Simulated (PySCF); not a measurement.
# [Er(NH2)2]+: from a saddle point downhill

PySCF 2.14.0, RKS PBE0, Er lcecp-1-SVP with ECP57, N def2-SVP, H def2-SVP; non-relativistic Hamiltonian with scalar-relativistic core potentials where named; density fitting; no spin-orbit coupling. Relaxed within the symmetry of its start, the geometry (C2v) is

```xyz
7

Er    0.0000    0.0000   -0.1933
N     1.7297    0.0000    0.9430
H     2.1544   -0.8096    1.4034
H     2.1544    0.8096    1.4034
N    -1.7297    0.0000    0.9430
H    -2.1544    0.8096    1.4034
H    -2.1544   -0.8096    1.4034
```

and its lowest harmonic modes are -371, -368, 146, 378, 404, 557 cm⁻¹ (negative: unstable). It was moved along the lowest mode and relaxed again, within the group C2 that the move left.

(1) Where does it end, and how much lower?

(2) How do the contacts change?

(3) Is the end a minimum?

An lcecp potential fixes the number of 4f electrons, so in runs with it no electron can move into or out of that shell.

State: singlet in the valence, with the 4f electrons in the core potential.

Results:

(1) In C2v, 0.482 eV lower, after 21 steps:
```xyz
7

Er    0.0000    0.0000   -0.2558
N     1.6181   -0.1644    0.9898
H     2.6147   -0.2596    0.7819
H     1.5401   -0.1684    2.0093
N    -1.6181    0.1644    0.9898
H    -2.6147    0.2596    0.7819
H    -1.5401    0.1684    2.0093
```

(2) 
```
     contact  saddle (Å)  end (Å)
Er1–N2 (NH2)       2.070    2.049
Er1–N5 (NH2)       2.070    2.049
```


(3) Yes; lowest modes 141, 217, 268, 377, 464, 608 cm⁻¹.
